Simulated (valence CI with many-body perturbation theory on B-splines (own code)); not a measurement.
**E1 line list for Rh31+**

Level of theory: configuration interaction combined with many-body perturbation theory (CI+MBPT): four valence electrons over a frozen Dirac-Fock core [Ne], a basis of 11 s, 11 p, 10 d, 8 f, 5 g, 2 h functions for each j, with the one-electron correlation potential Σ1, the two-electron term Σ2, the three-electron term Σ3, Breit, model QED; selected CI, second order for the rest, scaled by the run's own slope (own B-spline code, finite nucleus).

No measured spectrum was set against this ion. As an estimate, large intervals hold to a few tenths of a per cent, small ones and those within an open d or f shell to about a per cent. Among the levels kept, up to 690 cm⁻¹ of a level comes from second order outside the variational space, and about a tenth of that is noise between levels of different J, which matters for small intervals.

Lines 201 to 250 of 544 in falling wavelength, among levels below 429.04 eV, chosen from the strongest by gf and those to the six lowest levels. Wavelengths and rates use the calculated energies. Electric multipoles are in the length gauge, E1 and E2 with the static RPA response of the core. Weak lines are less certain than strong ones. Lines between different terms over intervals too small for the method are left out, as are lines whose strength nearly cancels. Where a level lies close to another of its J and parity, the split of strength between their lines is uncertain. The highest levels of a list are the least certain.

Levels are named by their leading jj configuration (3d3/2^4 stands for four electrons in 3d with j = 3/2), which in mixed levels can hold well under half, so a name can repeat and another be missing. Letters in brackets count levels of one name in rising energy.

```csv
λ vac (Å),Upper,Lower,A (s⁻¹),S (a.u.)
95.23,(3s 3p3/2 3d3/2^2) J=2 [b],(3s 3p1/2 3p3/2 3d5/2) J=2 [d],2.98e+10,6.36e-02
95.23,(3s 3p1/2 3p3/2^2) J=1 [b],(3s^2 3p1/2 3p3/2) J=2,7.86e+10,1.00e-01
95.16,(3p1/2 3p3/2^2 3d5/2) J=3 [c],(3s 3p1/2 3p3/2 3d5/2) J=3 [d],2.77e+10,8.24e-02
95.08,(3p1/2^2 3p3/2 3d5/2) J=1,(3s 3p1/2 3p3/2 3d3/2) J=2 [a],3.29e+10,4.19e-02
95.01,(3p1/2^2 3p3/2 3d5/2) J=2,(3p1/2^2 3p3/2^2) J=2,2.87e+10,6.07e-02
95.01,(3s 3p3/2 3d3/2 3d5/2) J=1,(3s 3p1/2 3p3/2 3d5/2) J=2 [e],2.63e+10,3.34e-02
94.92,(3s 3p1/2 3p3/2 3d3/2) J=1 [c],(3s^2 3p1/2 3d3/2) J=2,8.41e+10,1.07e-01
94.87,(3p1/2 3p3/2^2 3d3/2) J=4,(3s 3p1/2 3p3/2 3d3/2) J=3 [a],2.92e+10,1.11e-01
94.78,(3s^2 3d3/2 3d5/2) J=4,(3s^2 3p3/2 3d5/2) J=3,1.77e+11,6.69e-01
94.74,(3s 3p1/2 3p3/2 3d5/2) J=2 [f],(3s^2 3p1/2 3d5/2) J=2,3.60e+10,7.56e-02
94.74,(3s 3p3/2^2 3d3/2) J=1 [b],(3s^2 3p1/2 3d3/2) J=1,4.76e+10,5.99e-02
94.61,(3s 3p3/2 3d3/2 3d5/2) J=3 [c],(3s 3p3/2^2 3d5/2) J=4 [a],1.67e+10,4.88e-02
94.59,(3p1/2 3p3/2^2 3d3/2) J=2 [d],(3s 3p1/2 3p3/2 3d3/2) J=3 [b],7.92e+10,1.65e-01
94.55,(3s 3p1/2 3d3/2 3d5/2) J=5 [b],(3s 3p1/2 3p3/2 3d5/2) J=4 [c],1.74e+10,8.00e-02
94.44,(3s 3p1/2 3p3/2 3d5/2) J=2 [b],(3s 3p1/2 3p3/2^2) J=3,5.39e+10,1.12e-01
94.39,(3s 3p3/2^2 3d5/2) J=2 [c],(3s^2 3p3/2 3d5/2) J=1,2.08e+11,4.31e-01
94.37,(3s 3p3/2^2 3d3/2) J=1 [d],(3s^2 3p3/2 3d3/2) J=0,1.05e+11,1.31e-01
94.17,(3s 3p3/2^2 3d5/2) J=4 [b],(3s^2 3p3/2 3d5/2) J=4,1.16e+11,4.29e-01
94.15,(3s 3p3/2 3d3/2 3d5/2) J=2 [b],(3s 3p1/2 3p3/2 3d5/2) J=2 [d],3.45e+10,7.11e-02
94.05,(3p1/2 3p3/2^2 3d5/2) J=3 [a],(3s 3p1/2 3p3/2 3d3/2) J=3 [a],1.43e+10,4.11e-02
93.93,(3p1/2 3p3/2^2 3d5/2) J=1 [a],(3s 3p1/2 3p3/2 3d5/2) J=2 [a],2.91e+10,3.57e-02
93.82,(3s 3p1/2 3p3/2 3d5/2) J=2 [e],(3s^2 3p1/2 3d5/2) J=3,9.46e+10,1.93e-01
93.75,(3s 3p1/2 3p3/2 3d3/2) J=2 [e],(3s 3p1/2 3p3/2^2) J=2 [b],3.75e+10,7.62e-02
93.74,(3s 3p3/2^2 3d5/2) J=3 [d],(3s^2 3p3/2 3d5/2) J=2,1.22e+11,3.46e-01
93.68,(3s 3p1/2 3d3/2 3d5/2) J=2 [c],(3s 3p1/2 3p3/2 3d3/2) J=1 [b],1.35e+10,2.75e-02
93.48,(3s 3p3/2 3d3/2 3d5/2) J=2 [b],(3s 3p1/2 3p3/2 3d5/2) J=3 [e],1.88e+10,3.80e-02
93.48,(3s 3p1/2 3d5/2^2) J=4 [a],(3s 3p1/2 3p3/2 3d5/2) J=3 [a],3.24e+10,1.18e-01
93.43,(3s 3p1/2 3d3/2 3d5/2) J=5 [a],(3s 3p1/2 3p3/2 3d5/2) J=4 [a],1.16e+10,5.16e-02
93.34,(3s 3p1/2 3d3/2 3d5/2) J=3 [d],(3s 3p1/2 3p3/2 3d3/2) J=2 [c],6.67e+10,1.87e-01
93.24,(3s 3p1/2 3d3/2 3d5/2) J=3 [b],(3s 3p1/2 3p3/2 3d5/2) J=4 [b],1.88e+10,5.27e-02
93.19,(3s 3p1/2 3d5/2^2) J=2,(3s 3p1/2 3p3/2 3d3/2) J=2 [c],1.95e+10,3.89e-02
93.19,(3p1/2 3p3/2^2 3d5/2) J=4 [a],(3s 3p1/2 3p3/2 3d5/2) J=4 [a],1.59e+10,5.72e-02
93.15,(3s 3p3/2 3d3/2 3d5/2) J=4 [a],(3s 3p1/2 3p3/2 3d5/2) J=3 [c],8.78e+09,3.15e-02
92.95,(3p1/2 3p3/2^2 3d3/2) J=1 [b],(3s 3p1/2 3p3/2 3d3/2) J=1 [d],5.57e+10,6.62e-02
92.89,(3s 3p1/2 3p3/2 3d5/2) J=1 [b],(3s 3p1/2 3p3/2^2) J=0,3.31e+10,3.93e-02
92.80,(3p1/2^2 3p3/2 3d3/2) J=1,(3s 3p1/2^2 3d3/2) J=1,3.28e+10,3.89e-02
92.71,(3p1/2 3p3/2^2 3d3/2) J=2 [c],(3s 3p1/2 3p3/2 3d5/2) J=2 [a],2.21e+10,4.35e-02
92.67,(3s 3p3/2 3d3/2 3d5/2) J=4 [c],(3s 3p3/2^2 3d5/2) J=4 [a],1.59e+10,5.61e-02
92.53,(3p1/2 3p3/2^2 3d5/2) J=2 [b],(3s 3p1/2 3p3/2 3d3/2) J=1 [c],1.72e+10,3.36e-02
92.49,(3s 3p3/2 3d3/2 3d5/2) J=2 [c],(3s 3p1/2 3p3/2 3d5/2) J=2 [e],5.58e+10,1.09e-01
92.49,(3s 3p1/2 3d3/2 3d5/2) J=0,(3s 3p1/2 3p3/2 3d3/2) J=1 [d],1.06e+11,4.12e-02
92.41,(3s 3p3/2^2 3d3/2) J=1 [d],(3s^2 3p3/2 3d3/2) J=1,5.03e+10,5.88e-02
92.25,(3s 3p1/2 3d3/2 3d5/2) J=4 [c],(3s 3p1/2 3p3/2 3d5/2) J=4 [c],9.88e+09,3.45e-02
92.17,(3s 3p3/2 3d5/2^2) J=3,(3s 3p1/2 3p3/2 3d5/2) J=2 [d],1.08e+10,2.92e-02
92.13,(3s 3p3/2^2 3d5/2) J=3 [c],(3s^2 3p3/2 3d5/2) J=4,1.26e+11,3.41e-01
92.09,(3p1/2 3p3/2^2 3d5/2) J=0,(3s 3p1/2 3p3/2 3d5/2) J=1 [a],8.16e+10,3.15e-02
92.08,(3s 3p3/2 3d3/2 3d5/2) J=1,(3s 3p1/2 3p3/2 3d5/2) J=1 [c],7.26e+10,8.39e-02
91.98,(3s 3p3/2 3d3/2 3d5/2) J=2 [c],(3s 3p3/2^2 3d3/2) J=1 [a],2.05e+10,3.94e-02
91.92,(3s 3p1/2 3d5/2^2) J=4 [b],(3s 3p1/2 3p3/2 3d5/2) J=4 [d],4.70e+10,1.62e-01
91.90,(3p1/2 3p3/2^2 3d3/2) J=3,(3s 3p1/2 3p3/2 3d3/2) J=2 [c],1.43e+10,3.83e-02
```
